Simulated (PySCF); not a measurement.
**Ag⁻: script and output**

Input:

```python
from pyscf import gto, scf, mp

mol = gto.M(
    atom='Ag 0 0 0',
    basis='ano-rcc-vdzp',
    charge=-1,
    spin=0,
    symmetry=True,
    verbose=4,
)
mf = scf.UHF(mol)
mf = mf.sfx2c1e()
mf.kernel()
mp.MP2(mf, frozen=14).kernel()
mf.dip_moment()
print('orbital energies (hartree):', [e[max(0, n-3):n+3].round(4) for e, n in zip(mf.mo_energy, mol.nelec)])
```

```bash
$ OMP_NUM_THREADS=1 python input.py
```

The log (some set-up lines and the per-cycle HOMO/LUMO lines with their warnings removed):

```
PySCF version 2.14.0

[INPUT] verbose = 4
[INPUT] num. atoms = 1
[INPUT] num. electrons = 48
[INPUT] charge = -1
[INPUT] spin (= nelec alpha-beta = 2S) = 0
[INPUT] symmetry True subgroup None
[INPUT] Mole.unit = angstrom
[INPUT] Symbol           X                Y                Z      unit          X                Y                Z       unit  Magmom
[INPUT]  1 Ag     0.000000000000   0.000000000000   0.000000000000 AA    0.000000000000   0.000000000000   0.000000000000 Bohr   0.0

nuclear repulsion = 0
point group symmetry = SO3
symmetry origin: [0. 0. 0.]
symmetry axis x: [1. 0. 0.]
symmetry axis y: [0. 1. 0.]
symmetry axis z: [0. 0. 1.]
num. orbitals of irrep s+0 = 6
num. orbitals of irrep p-1 = 5
num. orbitals of irrep p+0 = 5
num. orbitals of irrep p+1 = 5
num. orbitals of irrep d-2 = 3
num. orbitals of irrep d-1 = 3
num. orbitals of irrep d+0 = 3
num. orbitals of irrep d+1 = 3
num. orbitals of irrep d+2 = 3
num. orbitals of irrep f-3 = 1
num. orbitals of irrep f-2 = 1
num. orbitals of irrep f-1 = 1
num. orbitals of irrep f+0 = 1
num. orbitals of irrep f+1 = 1
num. orbitals of irrep f+2 = 1
num. orbitals of irrep f+3 = 1
number of shells = 4
number of NR pGTOs = 182
number of NR cGTOs = 43
basis = ano-rcc-vdzp
ecp = {}

******** <class 'pyscf.x2c.sfx2c1e.sfX2C1eSymAdaptedUHF'> ********
method = sfX2C1eSymAdaptedUHF
initial guess = minao
damping factor = 0
level_shift factor = 0
DIIS = <class 'pyscf.scf.diis.CDIIS'>
diis_start_cycle = 1
diis_space = 8
diis_damp = 0
SCF conv_tol = 1e-09
SCF conv_tol_grad = None
SCF max_cycles = 50
direct_scf = True
direct_scf_tol = 1e-13
number electrons alpha = 24  beta = 24

******** <class 'pyscf.x2c.sfx2c1e.SpinFreeX2CHelper'> ********
approx = 1e
xuncontract = 1
Freeze 0 electrons in irreps []
    48 free electrons in irreps s+0 p-1 p+0 p+1 d-2 d-1 d+0 d+1 d+2 f-3 f-2 f-1 f+0 f+1 f+2 f+3
Set gradient conv threshold to 3.16228e-05
init E= -5312.68959771788
cycle= 1 E= -5312.75064910577  delta_E= -0.0611  |g|= 0.0513  |ddm|= 0.725
cycle= 2 E= -5312.75560007834  delta_E= -0.00495  |g|= 0.0139  |ddm|= 0.14
cycle= 3 E= -5312.75610174201  delta_E= -0.000502  |g|= 0.00388  |ddm|= 0.0467
cycle= 4 E= -5312.75614030346  delta_E= -3.86e-05  |g|= 0.00169  |ddm|= 0.0152
cycle= 5 E= -5312.75614152972  delta_E= -1.23e-06  |g|= 0.000466  |ddm|= 0.00221
cycle= 6 E= -5312.75614157198  delta_E= -4.23e-08  |g|= 6.18e-06  |ddm|= 0.00014
cycle= 7 E= -5312.75614157199  delta_E= -1.27e-11  |g|= 3.38e-07  |ddm|= 3.54e-06
Extra cycle  E= -5312.75614157199  delta_E= -9.09e-13  |g|= 2.46e-07  |ddm|= 1.91e-07
converged SCF energy = -5312.75614157199  <S^2> = 0  2S+1 = 1

******** <class 'pyscf.mp.ump2.UMP2'> ********
nocc = (np.int64(10), np.int64(10)), nmo = (29, 29)
frozen orbitals 14
E(UMP2) = -5313.20759137971  E_corr = -0.451449807722543
E(SCS-UMP2) = -5313.15840555856  E_corr = -0.402263986565977
E_corr(same-spin) = -0.160933595424317
E_corr(oppo-spin) = -0.290516212298226
Dipole moment(X, Y, Z, Debye):  0.00000, -0.00000,  0.00000
orbital energies (hartree): [array([-0.2812, -0.2812, -0.0092,  0.3498,  0.3498,  0.3498]), array([-0.2812, -0.2812, -0.0092,  0.3498,  0.3498,  0.3498])]
```

In short: E(SCF) = -5312.756142 Eh, 7 cycles, E(MP2) − E(SCF) = -0.45145 Eh.

It ran on Arm Neoverse N1 (1 thread, shared host) in 7.3 s.

The basis has no diffuse functions, which an anion needs. No search for the lowest solution was made, and open d or f shells often end in a higher one.
